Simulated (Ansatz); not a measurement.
Consider the ligand exchange at the Sn–Cl bond: `C[O][SnH]([Cl])[O]C` + H–F → `C[O][SnH]([F])[O]C` + HCl.

Program: Ansatz. Geometries: PBE0-D4/def2-TZVP. ΔE: electronic, gas phase. CCSD(T)/CBS adds triple-zeta CCSD(T) − MP2 to the extrapolated MP2 energy (def2 sets, frozen cores). This one scheme is used for every species. Functionals use def2-TZVPP. Elements past krypton have def2 core potentials. For Sn outer-core shells are correlated without core-valence functions, which leaves a few kJ/mol of doubt a bond. Each species was taken in one conformer, which may not be the lowest.

```csv
level,ΔE (kcal/mol)
PBE0-D4,9.6
MP2/CBS(def2),10.6
```

What does CCSD(T)/CBS give? (Estimate.)

Ansatz gave: +9.1 kcal/mol. The listed levels differ from it by 0.5, 1.5 kcal/mol.

Largest T1 diagnostic among the species: 0.014.

The D4 term adds +1.7 kcal/mol with B3LYP and +1.0 kcal/mol with PBE0; it sums over pairs of atoms, weighted by their polarisabilities, and B3LYP, whose exchange is more repulsive, gets the larger term. In def2-TZVPP, CCSD(T) changes the Hartree–Fock value by +0.8 kcal/mol (the triples alone add +0.2 kcal/mol) and MP2 by +2.3 kcal/mol. From PBE to PBE0 (25 % exact exchange), in def2-TZVPP and without D4, ΔE moves by +1.5 kcal/mol.

B3LYP here is the variant with VWN-RPA as its local correlation; programs differ in this.
